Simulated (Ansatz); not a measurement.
Y(F)3 anion (F3Y), SMILES [F][Y]([F])[F] (connectivity only; charge and spin as stated), charge -1, multiplicity 2.

The structure is a stationary point at B3LYP-D3(BJ)/def2-SVPD. The geometry has at least one imaginary mode, so it is a saddle point at that level. The multiplicity is an assumed one; other spin states were not compared. The isomer is the one that the SMILES or the coordinates give; other isomers of the formula were not compared. The def2 effective core potentials stand for the cores of Y; spin–orbit coupling is left out.

Two levels are set side by side: PBE/def2-SVPD (Ansatz, a quantum-chemistry and plane-wave program) and ωB97X-V/def2-SVPD (Ansatz). Energy differences of separate SCF runs at the same geometry; the states with an electron removed or added have multiplicity 1. Differences are taken from unrounded values.

| quantity | ωB97X-V |
|---|---|
| vertical ionisation energy (eV) | 0.86 |

What does PBE give, and how far is it from ωB97X-V? (Estimate from the structure and the level; the computed values follow.)


```
quantity                          PBE  PBE minus ωB97X-V
-------------------------------  ----  -----------------
vertical ionisation energy (eV)  1.14               0.28
```
